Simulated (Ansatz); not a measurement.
Reaction (ligand exchange at a Ga–Br bond): `[Ga][Br]` + H–F → `[F][Ga]` + HBr

Computed with Ansatz on PBE0-D4/def2-TZVP structures; ΔE is electronic, products minus reactants. CCSD(T)/CBS is the MP2 limit (def2-TZVPP, def2-QZVPP) plus CCSD(T) − MP2 in def2-TZVPP, frozen cores. This one scheme is used for every species. Functionals use def2-TZVPP. B3LYP here is the variant with VWN-RPA as its local correlation; programs differ in this. HSE06 is defined as in plane-wave codes. For Br, Ga outer-core shells are correlated without core-valence functions, which leaves a few kJ/mol of doubt a bond. Scalar relativity is left out up to krypton.

Task: Is it downhill or uphill in electronic energy at CCSD(T)/CBS, and by how much? (An estimate is asked.)

Result: Computed: Uphill: ΔE = +34.6 kJ/mol.

Task: What do these levels give: B97M-V, B3LYP-D4, B3LYP, HSE06, RPA@PBE/def2-TZVPP, CCSD/def2-QZVPP? (An estimate is asked.)

Result: Computed: B97M-V 21.1, B3LYP-D4 29.5, B3LYP 25.9, HSE06 37.2, RPA@PBE/def2-TZVPP 24.4, CCSD/def2-QZVPP 29.7 kJ/mol.

Largest T1 diagnostic among the species: 0.016.

At CCSD(T), def2-SVP lies −18.9 kJ/mol from the extrapolated value and def2-TZVPP −4.1 kJ/mol. From PBE to PBE0 (25 % exact exchange), in def2-TZVPP and without D4, ΔE moves by +8.1 kJ/mol.
